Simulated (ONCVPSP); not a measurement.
**Br, ONCV: configuration errors across variants**

bromine, optimised norm-conserving Vanderbilt (ONCV), made with ONCVPSP 4.0.1 (PBE, scalar-relativistic). Core [Ar], reference 3d10 4s2 4p5. Waves: 4s: rc 1.40 bohr, ncon 4, nbas 7, qcut 4.9 1/bohr, 2 projectors, debl 2.8 Ha; 4p: rc 1.45 bohr, ncon 4, nbas 7, qcut 5.8 1/bohr, 2 projectors, debl 1.4 Ha; 3d: rc 0.80 bohr, ncon 4, nbas 9, qcut 17.5 1/bohr, local. Local part: the d channel. Core correction: polynomial model core, fcfact 0.75.

All-electron excitation energies from the reference (eV): (1) 3d10 4s2 4p4 12.554; (2) 3d10 4s2 4p3 35.315; (3) 3d10 4s2 4p2 69.298; (4) 3d9 4s2 4p5 78.443.

A true bound ghost makes a file unfit for plane-wave use even where its test errors are small: the radial tests pick states by their node count and pass the ghost by.

Errors AE − PS in meV (a dash: test not solved or not reliable):

```tsv
change	(1)	(2)	(3)	(4)	bound ghosts	GHOST(+) flags above zero
base	-2.0	-4.6	-5.5	-882	s, p	s
p: qcut 5.9	-2.0	-4.6	-5.5	-882	s, p	s
all radii but the core radius scaled by about 0.93 (s 1.30, p 1.36, d 0.74 bohr)	-2.0	-5.0	-7.2	-873	s, p	s, p
```

(1) Give the same row for: s: debl 0.8.

Answers

(1) -2.1, -4.8, -5.9, -873; bound ghosts: s, p; GHOST(+) flags above zero: s.
